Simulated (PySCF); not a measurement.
**Correlation energy of F⁺ (fluorine, charge +1)**

[He] 2s2 2p4, high-spin 3P determinant. All numbers are calculated (PySCF 2.14, no relativity, point nucleus, in dyall-acv3z (15s9p4d2f, 76 functions)). Frozen: 1s2; 6 electrons correlated; the 19 highest virtual orbitals of each spin left out.

| level | correlation energy (mhartree) |
| --- | --- |
| CCSD | -166.44 |
| (T) | -2.36 |
| CCSD(T) | -168.80 |

Diagnostics: T1 = 0.0042, D1 = 0.0085, largest double amplitude 0.023.

**Question.** Is a single reference adequate?

**Answer.** Yes: T1 lies below 0.03 and no double amplitude reaches 0.07.
